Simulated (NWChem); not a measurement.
System: C3H3, doublet; SMILES [CH]=C=C

The following NWChem deck was run.

```
start job
memory heap 200 mb stack 900 mb global 1100 mb
geometry units angstroms noautosym nocenter noautoz
  C      0.000000     0.000000     1.255090
  C      0.000000     0.000000    -0.115533
  C      0.000000     0.000000    -1.347519
  H      0.000000     0.939181     1.814613
  H      0.000000    -0.939181     1.814613
  H      0.000000     0.000000    -2.421633
end
basis spherical
  * library 6-31g*
end
dft
  odft
  mult 2
  xc pbe0
  iterations 150
end
cosmo
  do_cosmo_smd true
  solvent water
end
task dft energy
```

Output (shortened):

```
             Northwest Computational Chemistry Package (NWChem) 7.3.0
             --------------------------------------------------------

                             Geometry "geometry" -> ""
                             -------------------------

 Output coordinates in angstroms (scale by  1.889725989 to convert to a.u.)

  No.       Tag          Charge          X              Y              Z
 ---- ---------------- ---------- -------------- -------------- --------------
    1 C                    6.0000     0.00000000     0.00000000     1.25509000
    2 C                    6.0000     0.00000000     0.00000000    -0.11553300
    3 C                    6.0000     0.00000000     0.00000000    -1.34751900
    4 H                    1.0000     0.00000000     0.93918100     1.81461300
    5 H                    1.0000     0.00000000    -0.93918100     1.81461300
    6 H                    1.0000     0.00000000     0.00000000    -2.42163300

 Effective nuclear repulsion energy (a.u.)      53.0959848813

                                 NWChem DFT Module
                                 -----------------

 Summary of "ao basis" -> "ao basis" (spherical)
 ------------------------------------------------------------------------------
       Tag                 Description            Shells   Functions and Types
 ---------------- ------------------------------  ------  ---------------------
 C                           6-31g*                  6       14   3s2p1d
 H                           6-31g*                  2        2   2s

 in cosmo_initialize ...
 calling solv_data for solv:h2o

 solvent parameters
 solvname_short: h2o
 solvname_long:  water
 dielec:       78.4000
 dielecinf:     1.7769
 aqueous SMD model solvent descriptors
 dielec:       78.4000
 sola:          0.8200

          ---------------
          -cosmo- solvent
          ---------------
 Cosmo: York-Karplus, doi: 10.1021/jp992097l
 dielectric constant -eps-     =  78.40
 screen = (eps-1)/(eps    )    =   0.98724
 surface charge correction     = lagrangian

   van der Waals surface
 --------------------------

 ---------- ATOMIC COORDINATES (A.U.) ------------ VDWR(ANG.) --
     1    0.00000000    0.00000000    2.37177619     1.850
     2    0.00000000    0.00000000   -0.21832571     1.850
     3    0.00000000    0.00000000   -2.54644167     1.850
     4    0.00000000    1.77479474    3.42912135     1.200
     5    0.00000000   -1.77479474    3.42912135     1.200
     6    0.00000000    0.00000000   -4.57622281     1.200
 number of segments per atom =        128
 number of   points per atom =        128
 atom (   nspa,  nppa )
 ----------------------
    1 (     72,     0 )       0
    2 (     56,     0 )       0
    3 (     76,     0 )       0
    4 (     54,     0 )       0
    5 (     54,     0 )       0
    6 (     48,     0 )       0
 number of -cosmo- surface points =      360
 molecular surface =     83.983 angstrom**2
 molecular volume  =     57.171 angstrom**3
 -lineq- algorithm             =   0
 -bem- low  level              =   3
 -bem- from -octahedral-
 gaussian surface charge width =   4.50000
 degree of switching           =   1.00000
 switching function tolerance  =   0.00010
 atomic radii =
 --------------
    1  6.000  1.850
    2  6.000  1.850
    3  6.000  1.850
    4  1.000  1.200
    5  1.000  1.200
    6  1.000  1.200
 ...... end of -cosmo- initialization ......

 nat:                     6
 ixmem:                  2111
 calling mnsol_interface()
 G(SMD-CDS) energy (kcal/mol)  =     4.287
 SMD-CDS SASA (angstrom**2)    =   100.809

            General Information
            -------------------
          SCF calculation type: DFT
          Wavefunction type:  spin polarized.
          No. of atoms     :     6
          No. of electrons :    21
           Alpha electrons :    11
            Beta electrons :    10
          Charge           :     0
          Spin multiplicity:     2
          Use of symmetry is: off; symmetry adaption is: off
          Maximum number of iterations: 150
          AO basis - number of functions:    48
                     number of shells:    24
          Convergence on energy requested:  1.00D-06
          Convergence on density requested:  1.00D-05
          Convergence on gradient requested:  5.00D-04

[...]

                                COSMO-SMD solvation results
                                ---------------------------

             internal energy in gas <Psi(g)|H|Psi(g)> =      -115.848379678226
         internal energy in solvent <Psi(s)|H|Psi(s)> =      -115.847392172170
                               delta internal energy  =         0.000987506057 (    0.62 kcal/mol)
   total free energy in solvent <Psi(s)|H+V/2|Psi(s)> =      -115.854867847534
 polarization energy contribution <Psi(s)|V/2|Psi(s)> =        -0.007475675364 (   -4.69 kcal/mol)
    total free energy in solvent including G(SMD-CDS) =      -115.848036731129
                       G(SMD-CDS) energy contribution =         0.006831116404 (    4.29 kcal/mol)
     1 M fixed-concentration free energy of solvation =         0.000342947097 (    0.22 kcal/mol)

                    DFT Final Alpha Molecular Orbital Analysis
                    ------------------------------------------

 Vector    9  Occ=1.000000D+00  E=-3.591564D-01
              MO Center= -2.6D-10, -1.2D-11, -6.2D-02, r^2= 1.8D+00
   Bfn.  Coefficient  Atom+Function         Bfn.  Coefficient  Atom+Function
  ----- ------------  ---------------      ----- ------------  ---------------
    17      0.366246  2 C  px                 3      0.319683  1 C  px
    31      0.318665  3 C  px                 7      0.215428  1 C  px
    21      0.189346  2 C  px                35      0.190113  3 C  px

 Vector   10  Occ=1.000000D+00  E=-2.928587D-01
              MO Center=  2.0D-12,  7.2D-10, -6.0D-01, r^2= 1.9D+00
   Bfn.  Coefficient  Atom+Function         Bfn.  Coefficient  Atom+Function
  ----- ------------  ---------------      ----- ------------  ---------------
    32      0.430007  3 C  py                18      0.361959  2 C  py
    36      0.293077  3 C  py                22      0.223156  2 C  py
     4     -0.127208  1 C  py                44     -0.105214  4 H  s
    46      0.105214  5 H  s                 43     -0.101429  4 H  s
    45      0.101429  5 H  s                  8     -0.067001  1 C  py

 Vector   11  Occ=1.000000D+00  E=-2.286697D-01
              MO Center= -8.7D-11,  4.1D-12,  1.2D-01, r^2= 2.7D+00
   Bfn.  Coefficient  Atom+Function         Bfn.  Coefficient  Atom+Function
  ----- ------------  ---------------      ----- ------------  ---------------
     3      0.461322  1 C  px                 7      0.407917  1 C  px
    31     -0.403205  3 C  px                35     -0.330639  3 C  px
    17     -0.062694  2 C  px                27     -0.039399  2 C  d  1
    21     -0.035433  2 C  px

 Vector   12  Occ=0.000000D+00  E= 4.178627D-02
              MO Center=  5.6D-12, -1.2D-09, -3.2D-01, r^2= 2.8D+00
   Bfn.  Coefficient  Atom+Function         Bfn.  Coefficient  Atom+Function
  ----- ------------  ---------------      ----- ------------  ---------------
    36     -0.607571  3 C  py                22      0.565696  2 C  py
    44     -0.436943  4 H  s                 46      0.436943  5 H  s
    18      0.429156  2 C  py                32     -0.382677  3 C  py
     8      0.233665  1 C  py                43     -0.120300  4 H  s
    45      0.120300  5 H  s                  4      0.057328  1 C  py

 Vector   13  Occ=0.000000D+00  E= 9.545209D-02
              MO Center=  1.1D-09, -1.0D-11, -2.8D-01, r^2= 2.3D+00
   Bfn.  Coefficient  Atom+Function         Bfn.  Coefficient  Atom+Function
  ----- ------------  ---------------      ----- ------------  ---------------
    21      0.831217  2 C  px                35     -0.648351  3 C  px
    17      0.503775  2 C  px                 7     -0.485718  1 C  px
    31     -0.321599  3 C  px                 3     -0.254790  1 C  px
    41     -0.044175  3 C  d  1              13      0.039639  1 C  d  1

 Vector   14  Occ=0.000000D+00  E= 1.350920D-01
              MO Center=  1.1D-10, -5.8D-09, -5.4D-02, r^2= 6.9D+00
   Bfn.  Coefficient  Atom+Function         Bfn.  Coefficient  Atom+Function
  ----- ------------  ---------------      ----- ------------  ---------------
     6      1.959183  1 C  s                 48     -1.404776  6 H  s
    37     -0.992905  3 C  pz                44     -0.958267  4 H  s
    46     -0.958267  5 H  s                 23     -0.829423  2 C  pz
    34      0.303225  3 C  s                  2      0.202816  1 C  s
    30      0.192290  3 C  s                 47     -0.136769  6 H  s

                     DFT Final Beta Molecular Orbital Analysis
                     -----------------------------------------

 Vector    8  Occ=1.000000D+00  E=-4.525561D-01
              MO Center=  6.3D-12, -2.6D-10,  1.3D+00, r^2= 1.5D+00
   Bfn.  Coefficient  Atom+Function         Bfn.  Coefficient  Atom+Function
  ----- ------------  ---------------      ----- ------------  ---------------
     4      0.432221  1 C  py                43      0.221536  4 H  s
    45     -0.221536  5 H  s                  8      0.193666  1 C  py
    18      0.180461  2 C  py                44      0.146554  4 H  s
    46     -0.146554  5 H  s                 22      0.077951  2 C  py
    32      0.075749  3 C  py                36      0.034407  3 C  py

 Vector    9  Occ=1.000000D+00  E=-3.213209D-01
              MO Center= -2.7D-10, -1.3D-11, -2.2D-01, r^2= 1.5D+00
   Bfn.  Coefficient  Atom+Function         Bfn.  Coefficient  Atom+Function
  ----- ------------  ---------------      ----- ------------  ---------------
    17      0.454004  2 C  px                21      0.282294  2 C  px
    31      0.282080  3 C  px                 3      0.206205  1 C  px
    35      0.159368  3 C  px                 7      0.131967  1 C  px

[...]
```

Level: PBE0/6-31G* (spherical d), spin-unrestricted, SMD on the gas-phase geometry. In the optimisation the excess spin sits in b1 (C2v, its own frame). Structure relaxed at the PBE0/def2-SVP, spin-unrestricted level. No stability test was run on the SCF state. Solvent: water.
